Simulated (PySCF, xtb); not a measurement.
CCl2F, SMILES [C](F)(Cl)Cl, multiplicity 2.

Harmonic wavenumbers (cm⁻¹) from GFN2-xTB run with xtb at its own minimum, in rising order: 253, 340, 380, 589, 810, 1077.

Question: What does TPSSh-D3(BJ)/def2-SVP run with PySCF give at its own minimum? (An estimate is asked for; the answer gives what the named calculation found.)

Answer: 276, 375, 460, 610, 892, 1201. Paired by order, the mean absolute difference is 61 cm⁻¹ and the zero-point energies are 4.9 and 5.5 kcal/mol.
